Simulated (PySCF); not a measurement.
Species: CH5NOSi.
Bonds: O1–C2 (double), C2–N3, N3–Si4. Hydrogens: H5 on C2; H6 on N3; H7, H8, H9 on Si4.

Theory: core-valence-separated Tamm–Dancoff BHandHLYP/aug-pcX-1 (pcseg-1 on H, def2-SVPD on Si) in PySCF, non-relativistic, gas phase, PBE0-D3(BJ)/def2-SVP geometry.

Computed nitrogen K-edge spectrum, Gaussian lines of 0.6 eV full width, highest printed point 100; it ends one width below the last computed root. The energies are unshifted.

(photon energy (eV), absorption): (398.7, 0), (398.8, 1), (398.9, 3), (399.0, 8), (399.1, 18), (399.2, 32), (399.3, 52), (399.4, 72), (399.5, 90), (399.6, 100), (399.7, 100), (399.8, 91), (399.9, 75), (400.0, 56), (400.1, 37), (400.2, 22), (400.3, 12), (400.4, 8), (400.5, 10), (400.6, 18), (400.7, 32), (400.8, 49), (400.9, 66), (401.0, 76), (401.1, 75), (401.2, 64), (401.3, 49), (401.4, 35), (401.5, 29), (401.6, 31), (401.7, 39), (401.8, 48), (401.9, 52), (402.0, 50), (402.1, 42), (402.2, 33), (402.3, 24), (402.4, 18), (402.5, 14), (402.6, 11)

Q: Assign the maxima to core holes.

A: 3 maxima:
- 399.6 eV: N3 (amide nitrogen), 399.53 eV, f = 0.022, 61 % of the height at the exact maximum; N3 (amide nitrogen), 399.84 eV, f = 0.017, 39 % of the height at the exact maximum
- 401.0 eV: N3 (amide nitrogen), 401.04 eV, f = 0.025, 100 % of the height at the exact maximum
- 401.9 eV: N3 (amide nitrogen), 401.91 eV, f = 0.016, sum of 2, 97 % of the height at the exact maximum

Further lines of some strength in the range: N3, 402.45 eV, f = 0.003.

Roots within 0.03 eV on the same or equivalent atoms count as one line; shares under 12 % aren't listed.

Vibrational structure and lifetime widths aren't in the curve. The ionisation threshold wasn't computed; near and above it a finite basis only mimics Rydberg series and continuum.

Rough CPU time on one thread of a shared machine: about 8 s.

Shape of the structure used: `[O:1]=[CH:2][NH:3][SiH3:4]`: O1–C2–N3–Si4 0°.

One conformer stands for the species.
